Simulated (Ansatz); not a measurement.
`[F][Mo](=[S])([Cl])([Cl])[Cl]`, 6 atoms. Total charge 0; spin multiplicity 1. Correlated methods include outer-core shells of Mo, which these sets cover unevenly. Mo takes the def2 core potential. All runs use 4 threads of an Intel Xeon 6975P-C on a shared host. Correlated methods freeze the cores.

(1) How many basis functions does each run have, and how long does it take in Ansatz? RKS PBE0-D4/def2-TZVP relaxation (5 steps); RKS PBE0-D4/def2-TZVP frequencies; RKS ωB97M-V/def2-QZVPP energy; RKS PBE0-D4/def2-QZVPP energy; RHF-MP2/def2-QZVPP energy; RKS B97M-V/def2-TZVPP energy; RKS ωB97M-V/def2-SVP energy; RKS PBE-D4/def2-TZVPP energy and forces; RHF-CCSD(T)/def2-SVP energy; RKS revPBE-D4/def2-TZVPP energy; RKS PBE0-D4/def2-SVP energy; RHF-CCSD(T)/def2-TZVPP energy. (Estimate.)

Results:

(1) Ansatz gave: Other jobs shared the machine, so times are rough.

```csv
level,job,functions,wall time,peak host memory (GiB)
RKS PBE0-D4/def2-SVP,energy,117,1.1 s,0.5
RKS revPBE-D4/def2-TZVPP,energy,255,1.9 s,0.46
RKS PBE-D4/def2-TZVPP,energy and forces,255,2 s,0.46
RKS ωB97M-V/def2-SVP,energy,117,4.5 s,0.5
RKS B97M-V/def2-TZVPP,energy,255,4.7 s,0.58
RKS PBE0-D4/def2-QZVPP,energy,418,7.5 s,2.2
RHF-CCSD(T)/def2-SVP,energy,117,8 s,0.63
RKS ωB97M-V/def2-QZVPP,energy,418,17 s,2.5
RKS PBE0-D4/def2-TZVP,relaxation (5 steps),219,20 s,0.85
RHF-MP2/def2-QZVPP,energy,418,21 s,2.3
RKS PBE0-D4/def2-TZVP,frequencies,219,97 s,0.86
RHF-CCSD(T)/def2-TZVPP,energy,255,100 s,6.5
```
